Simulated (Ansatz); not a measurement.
Molecule: GeH, net charge 0, doublet state. 
Coordinates optimised at B3LYP-D3(BJ)/def2-TZVP (Ansatz, an electronic-structure program):
```
Ge
H 1 1.6063
```
Charge 0, spin multiplicity 2.

Basis-set convergence of Hartree-Fock and MP2 correlation energies (hartree) with Ansatz. Correlated levels leave the core frozen unless marked. UHF or UKS for open shells. Spin-orbit coupling is left out. The frozen core is the preceding noble-gas configuration, with the filled d and f shells of earlier blocks. Non-relativistic.

```csv
basis,functions,E(HF),"E(corr, MP2)"
cc-pVDZ,32,-2075.86258,-0.06074
cc-pVTZ,57,-2075.93381,-0.07546
cc-pVQZ,98,-2075.93682,-0.08071
cc-pV5Z,159,-2075.93721,-0.08309
```

Extrapolating the two largest sets (X = 4 and 5) as X^-3: E(corr) = (125·(-0.08309) - 64·(-0.08071))/61 = -0.0856 Eh, an estimate of the basis-set limit. The largest set recovers 97.1 % of it, the smallest 71.0 %.
